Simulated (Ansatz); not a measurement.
Ansatz (a first-principles code) input file for disilylmethane cation (CH8Si2), SMILES C([SiH3])[SiH3] (connectivity only; charge and spin as stated), charge +1, multiplicity 2, PBE/def2-SVPD. The structure is a stationary point at PBE-D3(BJ)/def2-SVP. The spin state was assumed, not searched.

Ansatz 0.2 input:
```yaml
crystal:
  periodic: [false, false, false]
  atoms:
    - {symbol: Si, position_ang: [1.45469748, 0.00054721, -0.25848970]}
    - {symbol: C, position_ang: [0.00000000, -0.00000000, 1.06980240]}
    - {symbol: Si, position_ang: [-1.45469748, -0.00054721, -0.25848970]}
    - {symbol: H, position_ang: [2.43062102, -0.55698107, 0.77422539]}
    - {symbol: H, position_ang: [1.71600591, 1.39970878, -0.69646624]}
    - {symbol: H, position_ang: [1.18698761, -0.96653269, -1.36628840]}
    - {symbol: H, position_ang: [-0.09687621, -0.90857440, 1.69797784]}
    - {symbol: H, position_ang: [0.09687622, 0.90857440, 1.69797785]}
    - {symbol: H, position_ang: [-1.18698761, 0.96653268, -1.36628839]}
    - {symbol: H, position_ang: [-1.71600592, -1.39970878, -0.69646623]}
    - {symbol: H, position_ang: [-2.43062101, 0.55698107, 0.77422540]}
basis:
  gaussian:
    orbitals: def2-SVPD
hamiltonian:
  xc: {name: PBE}
total_charge: 1
magnetization: {spin_polarized: true, initial_magnetization: 1}
```

Output:

```
WARN ansatz: RAYON_NUM_THREADS=1 ignored (pool sized by the plan → 1); use --threads N
Functional definition: PBE
integrals: 0.06 GiB planned
1137 factors; their error is unknown
mean field: 0.52 GiB planned
mean field evaluation 1: about -16883.7857 eV, gradient 4.9e1 eV
mean field evaluation 2: about -16850.7060 eV, gradient 7.6e1 eV
mean field evaluation 4: about -16896.8640 eV, gradient 4.1e0 eV
mean field evaluation 8: about -16897.0229 eV, gradient 9.8e-2 eV
mean field evaluation 16: about -16896.9927 eV, gradient 8.3e-5 eV
mean field -16896.99268434 eV, -620.9530279565 hartree, gradient 3.4e-5 eV, S^2 0.753639; 0 other end points of the search recorded, 0 dependent functions left out
reference -16896.99272956 eV, -620.9530296183 hartree; 21, 20 occupied and 111, 112 virtual orbitals, 1137 factors
Total energy: -16896.99272956 eV, -620.9530296183 hartree
```

The calculation finished and met its thresholds.

Cost: very roughly 3 core-seconds.
